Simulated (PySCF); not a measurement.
Se³⁺: fine-structure interval

Se³⁺ [Ar] 3d10 4s2 4p1 [4p1/2^1, M_J = 1/2] → Se³⁺ [Ar] 3d10 4s2 4p1 [4p3/2^1, M_J = 3/2], as a difference of total energies. Calculation: PySCF 2.14, in x2c-TZVPall-2c (6s7p4d1f, 54 functions); the two-component X2C-1e Hamiltonian. Correlated levels: [Ne] frozen. "Screened" scales the spin-orbit matrix elements by Boettger's factors to mimic the two-electron term; Breit and QED terms are absent.

```json
{"method": "GHF (screened spin-orbit)", "fine-structure interval (cm⁻¹)": "5374.2"}
{"method": "GMP2 (screened spin-orbit)", "fine-structure interval (cm⁻¹)": "4364.5"}
{"method": "GHF (bare spin-orbit)", "fine-structure interval (cm⁻¹)": "5644.7"}
```

GHF and GMP2 differ strongly here because the two determinants are spin-polarised to different degrees; the interval is a small difference of such terms.
